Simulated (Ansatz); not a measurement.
Two isomers of C5H5NO: A = `O=Cc1ccc[nH]1`, B = `[O-][n+]1ccccc1`.

Program: Ansatz. Geometries: PBE0-D4/def2-TZVP. ΔE: electronic, gas phase. CCSD(T)/CBS is the MP2 limit (def2-TZVPP, def2-QZVPP) plus CCSD(T) − MP2 in def2-TZVPP, frozen cores. DFT in def2-TZVPP. B3LYP here is the variant with VWN-RPA as its local correlation; programs differ in this. Each species was taken in one conformer, which may not be the lowest.

Task: Which isomer does CCSD(T)/CBS put lower? Give the gap. (Best estimate.)

Result: Computed: A, by 38.0 kcal/mol.

Task: Give E(B) − E(A) in kcal/mol with CCSD(T)/def2-SVP, LDA (SPW92), B3LYP-D4, PBE0-D4, BLYP-D4, HF/def2-TZVPP, CCSD(T)/def2-TZVPP. (Best estimate.)

Result: Ansatz gave: CCSD(T)/def2-SVP 41.8, LDA (SPW92) 32.8, B3LYP-D4 35.6, PBE0-D4 36.6, BLYP-D4 32.5, HF/def2-TZVPP 46.8, CCSD(T)/def2-TZVPP 38.8. None reverses the order clearly.

Task: Does the order hold for the free energy at 298.15 K (harmonic terms from PBE0-D4)? (Estimate.)

Result: Ansatz gave: Yes: G(B) − G(A) = +39.2 kcal/mol, for one conformer each.

Largest T1 diagnostic: 0.018.

From r2SCAN to r2SCAN0 (25 % exact exchange), in def2-TZVPP and without D4, E(B) − E(A) moves by +3.3 kcal/mol. Leaving LDA and LC-ωPBE aside and taking each functional with its dispersion term where it has one, the values, not all of them listed here, spread over 7.9 kcal/mol, from revPBE-D4 to ωB97M-V.
